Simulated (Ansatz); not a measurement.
```yaml
crystal:
  periodic: [false, false, false]
  atoms:
    - {symbol: B, position_ang: [-2.510820, 3.183545, -1.373695]}
    - {symbol: Si, position_ang: [0.039470, -0.315945, -2.015136]}
    - {symbol: Si, position_ang: [1.882740, -1.759956, 2.600622]}
    - {symbol: Cl, position_ang: [-2.140868, -3.898708, -3.804955]}
    - {symbol: H, position_ang: [-5.133188, 3.067262, -1.417847]}
    - {symbol: H, position_ang: [-1.360685, 5.467373, -0.748007]}
    - {symbol: H, position_ang: [2.576887, 0.346820, -3.976865]}
    - {symbol: H, position_ang: [-0.591739, -2.400415, 4.640156]}
    - {symbol: H, position_ang: [3.709845, -4.447534, 2.242219]}
    - {symbol: H, position_ang: [3.711176, 0.644920, 3.859882]}
basis:
  gaussian: {orbitals: "6-31G*"}
magnetization: {spin_polarized: true, initial_magnetization: 0}
hamiltonian: {xc: {name: PBE}}
scf: {lower_state_search: light}
```

```sh
$ ansatz run in.yaml --threads 2 --pin off --events-out ev --progress --plain --max-ram 4352MiB
```

Output, abridged:

```
Functional definition: PBE
1048 factors; their error is unknown
mean field evaluation 1: about -28977.3373 eV, gradient 3.5e1 eV
mean field evaluation 2: about -28485.7644 eV, gradient 1.3e2 eV
mean field evaluation 4: about -28852.0472 eV, gradient 8.2e1 eV
mean field evaluation 8: about -29004.1587 eV, gradient 5.2e0 eV
mean field evaluation 16: about -29004.7565 eV, gradient 6.6e-2 eV
mean field evaluation 32: about -29007.3543 eV, gradient 3.7e-2 eV
mean field evaluation 64: about -29007.3213 eV, gradient 1.4e-1 eV
mean field evaluation 96: about -29007.0101 eV, gradient 1.6e-2 eV
mean field evaluation 160: about -29007.3505 eV, gradient 9.3e-2 eV
mean field evaluation 256: about -29007.3081 eV, gradient 1.1e-1 eV
mean field evaluation 288: about -29007.3130 eV, gradient 3.8e-2 eV
mean field -29007.35485405 eV, -1066.0006289950 hartree, gradient 2.6e-6 eV, S^2 4.551570; 12 other end points of the search recorded, 0 dependent functions left out
reference -29007.35494178 eV, -1066.0006322191 hartree; 28, 28 occupied and 56, 56 virtual orbitals, 1048 factors
Total energy: -29007.35494178 eV, -1066.0006322191 hartree
```

Q: Something in this input is off. What?

A: The geometry is stretched to more than twice its size. The calculation finished and met its thresholds. The result belongs to that input, not to the molecule as meant.
